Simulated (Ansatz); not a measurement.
Reactions of C$_{8}$H$_{10}$, SMILES `C=CC1=C(C=C)CC1`.

Computed with Ansatz on PBE0-D4/def2-TZVP structures; ΔE is electronic, products minus reactants. CBS: MP2 limit from def2 TZ/QZ plus the TZ coupled-cluster correction, frozen cores. This one scheme is used for every species, atoms too. For atomizations the MP2-based limit and the directly extrapolated one differ by several kJ/mol either way, and by 10 to 25 for some Ge, Se and Sn compounds, so smaller differences from it don't rank the levels. DFT in def2-TZVPP. B3LYP here is the variant with VWN-RPA as its local correlation; programs differ in this. No spin–orbit coupling; open shells (•) take unrestricted orbitals. Spin–orbit coupling would lower the free atoms: a little for C. One conformer a species, not always the lowest.

```json
{"reaction": "`C=CC1=C(C=C)CC1` → 8 C• + 10 H•", "LDA (SPW92) (kcal/mol)": "2187.0", "B3LYP-D4 (kcal/mol)": "1907.5", "CCSD(T)/CBS(def2) (kcal/mol)": "1898.7"}
{"reaction": "`C=CC1=C(C=C)CC1` → `Cc1ccc(C)cc1`", "LDA (SPW92) (kcal/mol)": "-61.4", "B3LYP-D4 (kcal/mol)": "-59.1", "CCSD(T)/CBS(def2) (kcal/mol)": "-57.8"}
{"reaction": "`C=CC1=C(C=C)CC1` → `C=CC(=C)C(=C)C=C`", "LDA (SPW92) (kcal/mol)": "6.2", "B3LYP-D4 (kcal/mol)": "-3.0", "CCSD(T)/CBS(def2) (kcal/mol)": "-2.3"}
{"reaction": "`C=CC1=C(C=C)CC1` → `Cc1ccccc1C`", "LDA (SPW92) (kcal/mol)": "-62.3", "B3LYP-D4 (kcal/mol)": "-59.4", "CCSD(T)/CBS(def2) (kcal/mol)": "-58.3"}
{"reaction": "`C=CC1=C(C=C)CC1` → `Cc1cccc(C)c1`", "LDA (SPW92) (kcal/mol)": "-61.5", "B3LYP-D4 (kcal/mol)": "-59.2", "CCSD(T)/CBS(def2) (kcal/mol)": "-58.0"}
```

Largest T1 diagnostic: 0.011, for `C=CC(=C)C(=C)C=C`.
